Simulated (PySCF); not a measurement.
C3H8N, SMILES C(N)(C)[CH2], multiplicity 2. Atoms are numbered in the order given.

```xyz
12

C     -0.6245     1.3042     0.1666
C     -0.0338    -0.0515     0.3691
C      1.4253    -0.1169    -0.0543
N     -0.7832    -1.0949    -0.3486
H     -0.3747     1.8796    -0.7316
H     -1.4839     1.6359     0.7568
H     -0.0949    -0.3130     1.4405
H      2.0400     0.5889     0.5232
H      1.5299     0.1441    -1.1213
H      1.8174    -1.1346     0.0850
H     -0.7925    -0.8708    -1.3449
H     -1.7600    -1.0799    -0.0567
```
Charge 0, spin multiplicity 2.

Geometry: PBE0-D3(BJ)/def2-SVP. The isomer is the one that the SMILES or the coordinates give; other isomers of the formula were not compared. Other conformers were not sampled.

Calculation: PySCF with CAM-B3LYP/def2-TZVP.

ESP charges are fitted to the potential on shells at 1.4 to 2.0 van der Waals radii. Atomic charges (e):

| atom | ESP fit | Mulliken | Mulliken spin |
|---|---|---|---|
| C1 | ? | -0.33 | 1.05 |
| C2 | ? | 0.06 | -0.06 |
| C3 | -0.67 | -0.36 | 0.00 |
| N4 | ? | -0.46 | 0.07 |
| H5 | 0.21 | 0.12 | -0.04 |
| H6 | 0.20 | 0.13 | -0.04 |
| H7 | ? | 0.09 | 0.01 |
| H8 | 0.16 | 0.12 | 0.00 |
| H9 | 0.17 | 0.10 | 0.00 |
| H10 | 0.16 | 0.13 | 0.00 |
| H11 | 0.36 | 0.20 | 0.00 |
| H12 | 0.35 | 0.20 | 0.00 |

Task: Some entries are withheld; supply them. (The exact figures need the calculation; the answer reports its results.)

Result: 
- C1, ESP fit: -0.72
- C2, ESP fit: 0.79
- N4, ESP fit: -1.00
- H7, ESP fit: -0.01

Computed Mayer and Wiberg (Löwdin basis) orders of the bonds:
```tsv
bond	Mayer	Wiberg
C1–C2	1.02	1.37
C2–C3	0.98	1.24
C2–N4	0.95	1.37
C1–H5	0.96	0.93
C1–H6	0.97	0.94
C2–H7	0.96	0.81
C3–H8	0.98	0.90
C3–H9	0.96	0.90
C3–H10	0.98	0.90
N4–H11	0.94	0.95
N4–H12	0.95	0.95
```
